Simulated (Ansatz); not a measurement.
`[SiH3][AlH][Br]` + `N[BH][SnH3]` → `[SiH3][AlH][SnH3]` + `NBBr`  (redistribution)

Isolated molecules relaxed with PBE0-D4/def2-TZVP in Ansatz; ΔE leaves out vibrations. CCSD(T)/CBS adds triple-zeta CCSD(T) − MP2 to the extrapolated MP2 energy (def2 sets, frozen cores). Functionals use def2-TZVPP. B3LYP here is the variant with VWN-RPA as its local correlation; programs differ in this. HSE06 is defined as in plane-wave codes. Elements past krypton have def2 core potentials. For Br, Sn outer-core shells are correlated without core-valence functions, which leaves a few kJ/mol of doubt a bond. Scalar relativity is left out up to krypton. Each species was taken in one conformer, which may not be the lowest.

CCSD(T)/CBS gives +9.1 kcal/mol.

(1) Another level gave +7.5 kcal/mol. Which?
A. ωB97M-V/def2-TZVPP
B. B3LYP-D4/def2-TZVPP
C. LDA (SPW92)/def2-TZVPP
D. HSE06/def2-TZVPP

Largest T1 diagnostic among the species: 0.014.

## Answers

(1) D. HSE06 7.5, ωB97M-V 9.5, LDA (SPW92) 6.4, B3LYP-D4 8.5 kcal/mol.

At CCSD(T), def2-SVP lies −0.7 kcal/mol from the extrapolated value and def2-TZVPP −0.2 kcal/mol. From BLYP to BHLYP (50 % exact exchange), in def2-TZVPP and without D4, ΔE moves by +0.9 kcal/mol. Leaving LDA and LC-ωPBE aside and taking each functional with its dispersion term where it has one, the values, not all of them listed here, spread over 2.5 kcal/mol, from revPBE-D4 to ωB97M-V.
